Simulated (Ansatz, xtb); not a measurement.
Br2F2H2In2: which of two structures lies lower

Structure X is a singlet given by its coordinates and structure Y is a singlet given by its coordinates. Both are gas-phase species (loosely bound parts included), relaxed with PBE0-D4/def2-SVP.

X (Å):

```xyz
8

Br    1.1000   -1.1518   -1.0631
Br   -1.3504    1.0007    0.9180
F     1.3821    2.4887   -0.9944
F     1.3313   -0.8492    2.5689
In   -0.0561    1.2468   -1.4238
In   -0.0955   -1.3382    1.3360
H    -1.1263    1.2425   -2.7429
H    -1.1852   -2.6396    1.4013
```

Close contacts (Å): Br1–In5 2.69, Br1–In6 2.69, Br2–In5 2.69, Br2–In6 2.69, F3–In5 1.95, F4–In6 1.95, In5–H7 1.70, In6–H8 1.70.

Y (Å):

```xyz
8

Br   -4.0472   -2.6467   -0.8769
Br   -0.8492   -0.1836   -1.2860
F    -1.2731   -3.9532   -1.1304
F    -1.3262   -2.1663    1.2709
In    0.5076   -2.6794    0.0594
In   -2.6954   -0.8746    0.3751
H    -2.1798   -3.6479   -1.0970
H    -3.4452    0.2524    1.4078
```

Close contacts (Å): Br1–In6 2.56, Br2–In5 3.14, Br2–In6 2.58, F3–In5 2.49, F4–In5 2.26, F4–In6 2.08, In5–In6 3.69, Br1–H7 2.13, F3–H7 0.96, In6–H8 1.70.

Estimate E(Y) − E(X) at the level CCSD(T)/def2-SVP + ΔMP2/def2-TZVPP.

Calculated at CCSD(T)/def2-SVP + ΔMP2/def2-TZVPP: E(Y) − E(X) = −32.3 kcal/mol, so structure Y lies lower.

The same difference at several levels:

```csv
level,geometry,E(Y) − E(X) (kcal/mol),departure from the last row (kcal/mol),"job, with rough time for the two"
PBE0-D4/def2-SVP,PBE0-D4/def2-SVP,−34.5,−2.3,"optimisation, 3.2 min"
HF/def2-SVP,PBE0-D4/def2-SVP,−31.6,+0.7,part of the CCSD(T) run
MP2/def2-SVP,PBE0-D4/def2-SVP,−26.6,+5.6,part of the CCSD(T) run
CCSD(T)/def2-SVP,PBE0-D4/def2-SVP,−29.3,+3.0,single point
CCSD(T)/def2-SVP + ΔMP2/def2-TZVPP,PBE0-D4/def2-SVP,−32.3,,"single point, 2.8 min"
```

None of the levels shown reverses the order. The largest departure from CCSD(T)/def2-SVP + ΔMP2/def2-TZVPP is that of MP2/def2-SVP, 5.6 kcal/mol. Levels run at GFN2-xTB geometries aren't shown. The last row adds to CCSD(T) the change of the MP2 difference between the two basis sets, here −3.0 kcal/mol.

With thermal terms from frequencies at re-optimised GFN2-xTB minima (ideal gas, soft modes damped towards free rotors, one conformer each, 298.15 K, 1 atm): on the last row, ΔE + ΔZPE = −30.1, ΔH = −30.3, ΔG = −30.2 kcal/mol.

The correlated steps freeze 28 core orbitals; the filled d shell of Br and In is correlated, in a basis made for valence electrons. Atoms past krypton carry core potentials in the def2 sets and no spin–orbit term is included. Programs: Ansatz 0.2.0, xtb 6.7.1; the last row on 2 threads of Intel(R) Xeon(R) 6975P-C (Granite Rapids) on a shared host.
